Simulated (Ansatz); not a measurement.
Reaction (redistribution): `OC(F)[SiH2]Br` + `B[SiH2]N` → `N[SiH2]C(O)F` + `B[SiH2]Br`

Gas-phase electronic energies from Ansatz, PBE0-D4/def2-TZVP geometries. CCSD(T)/CBS is the MP2 limit (def2-TZVPP, def2-QZVPP) plus CCSD(T) − MP2 in def2-TZVPP, frozen cores. Functionals use def2-TZVPP. B3LYP here is the variant with VWN-RPA as its local correlation; programs differ in this. For Br outer-core shells are correlated without core-valence functions, which leaves a few kJ/mol of doubt a bond. Scalar relativity is left out up to krypton. Each species was taken in one conformer, which may not be the lowest.

(1) Is it downhill or uphill in electronic energy at CCSD(T)/CBS, and by how much? (An estimate is asked.)

(2) What do these levels give: PBE-D4, r2SCAN-D4, PBE0-D4, B3LYP-D4, ωB97X-V, B3LYP, HF/def2-TZVPP, CCSD(T)/def2-TZVPP, HF/def2-QZVPP, SCS-MP2/def2-QZVPP, MP2/CBS(def2), CCSD/CBS(def2)? (An estimate is asked.)

Largest T1 diagnostic among the species: 0.012.

Answers

(1) The calculation gave: Downhill: ΔE = -3.8 kcal/mol.

(2) Ansatz gave: PBE-D4 -4.5, r2SCAN-D4 -4.3, PBE0-D4 -4.2, B3LYP-D4 -3.9, ωB97X-V -4.0, B3LYP -3.7, HF/def2-TZVPP -2.2, CCSD(T)/def2-TZVPP -3.9, HF/def2-QZVPP -2.1, SCS-MP2/def2-QZVPP -3.4, MP2/CBS(def2) -3.8, CCSD/CBS(def2) -3.4 kcal/mol.

In def2-TZVPP, CCSD(T) changes the Hartree–Fock value by −1.7 kcal/mol (the triples alone add −0.4 kcal/mol) and MP2 by −1.7 kcal/mol.
